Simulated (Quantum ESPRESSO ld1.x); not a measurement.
Problem. These are the eigenvalues of the occupied orbitals of an atom or ion with whole-number occupations (eV). Calculated with ld1.x of Quantum ESPRESSO 7.5: Dirac Kohn-Sham, PBE, spin-unpolarised, spherical densities, point nucleus.

| orbital | eigenvalue |
|---|---|
| 1s1/2 | -90740.9 |
| 2s1/2 | -21645.9 |
| 2p1/2 | -21229.6 |
| 2p3/2 | -19158.0 |

Which element is it, and in what charge state? The configuration may be excited. Open shells, if any, are shared by 2j + 1.

Solution. Z = 80, mercury, charge +72: Hg72+ in [He] 2s2 2p4. The list shows which subshells hold electrons but not how many an open one holds; the 1s level, -3334.7 hartree, gives Z - s = 81.7 by -(Z - s)^2/2, which with screening and relativity narrows Z to a few neighbours, and the depths of the outer levels then fix element, charge and occupations together.
